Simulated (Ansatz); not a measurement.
Reaction (formal exchange of groups at the Sn–C bond): `[OH][SnH]([F])[CH2]Cl` + CH₄ → `[CH3][SnH]([OH])[F]` + `CCl`

Gas-phase electronic energies from Ansatz, PBE0-D4/def2-TZVP geometries. CCSD(T)/CBS adds triple-zeta CCSD(T) − MP2 to the extrapolated MP2 energy (def2 sets, frozen cores). This one scheme is used for every species. Functionals use def2-TZVPP. B3LYP here is the variant with VWN-RPA as its local correlation; programs differ in this. def2 core potentials past Kr. For Sn outer-core shells are correlated without core-valence functions, which leaves a few kJ/mol of doubt a bond. Each species was taken in one conformer, which may not be the lowest.

Task: Is it downhill or uphill in electronic energy at CCSD(T)/CBS, and by how much? (Estimate.)

Result: The calculation gave: Downhill: ΔE = -10.6 kJ/mol.

Task: What do these levels give: B3LYP-D4, r2SCANh-D4, BHLYP-D4, B2PLYP, PBE-QIDH, PBE, r2SCAN, PBE0, LC-ωPBE, HF/def2-SVP, HF/def2-TZVPP, SCS-MP2/def2-QZVPP? (Best estimate.)

Result: The calculation gave: B3LYP-D4 -9.0, r2SCANh-D4 -9.7, BHLYP-D4 -11.5, B2PLYP -12.4, PBE-QIDH -12.8, PBE -10.0, r2SCAN -9.3, PBE0 -13.2, LC-ωPBE -14.7, HF/def2-SVP -17.5, HF/def2-TZVPP -21.8, SCS-MP2/def2-QZVPP -12.2 kJ/mol.

Largest T1 diagnostic among the species: 0.013.

The D4 term adds +5.0 kJ/mol with B3LYP and +2.8 kJ/mol with PBE0; it sums over pairs of atoms, weighted by their polarisabilities, and B3LYP, whose exchange is more repulsive, gets the larger term. Leaving LDA and LC-ωPBE aside and taking each functional with its dispersion term where it has one, the values, not all of them listed here, spread over 6.9 kJ/mol, from PBE-QIDH to BLYP-D4. LDA lies +3.9 kJ/mol from PBE without D4.
